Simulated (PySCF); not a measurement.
From results back to the method.

C₂H₄N₂OSi.
Atom-mapped SMILES: `[N:1]#[C:2]/[CH:3]=[N:4]/[SiH2:5][OH:6]` (hydrogens: H7 on C3; H8, H9 on Si5; H10 on O6)

Structure used (PBE0-D3(BJ)/def2-SVP), in Å, numbered top down from 1:
```xyz
10
C2H4N2OSi angstrom
N      3.5881    0.6399   -0.5051
C      2.5150    0.2039   -0.5054
C      1.1837   -0.3732   -0.5180
N      0.1890    0.2610   -0.0673
Si    -1.4635   -0.3537   -0.0590
O     -2.4187    0.6816   -0.9225
H      1.1470   -1.3944   -0.9528
H     -1.8401   -0.4365    1.3798
H     -1.5627   -1.6766   -0.7376
H     -2.4349    1.6032   -0.6464
```

The closed-shell ground state was solved 4 times with PySCF (density fitting, gas phase), always with PBE0, in these basis sets: 6-31G*, STO-3G, pcSseg-0 and pcSseg-2.

| row | total energy (Eh) | HOMO (eV) | LUMO (eV) | dipole (D) |
| --- | --- | --- | --- | --- |
| P | -552.3938 | -8.06 | -2.33 | 2.81 |
| Q | -551.4442 | -8.14 | -2.60 | 3.10 |
| R | -552.5506 | -8.32 | -2.67 | 2.95 |
| S | -545.6069 | -4.86 | 0.95 | 3.57 |

Question: Which basis belongs to which row?

Answer: P = 6-31G*, Q = pcSseg-0, R = pcSseg-2, S = STO-3G. From the lowest total energy up: pcSseg-2 (279 functions) 0 eV; 6-31G* (96 functions) +4.27 eV; pcSseg-0 (66 functions) +30.11 eV; STO-3G (38 functions) +188.95 eV.

One conformer stands for the species.
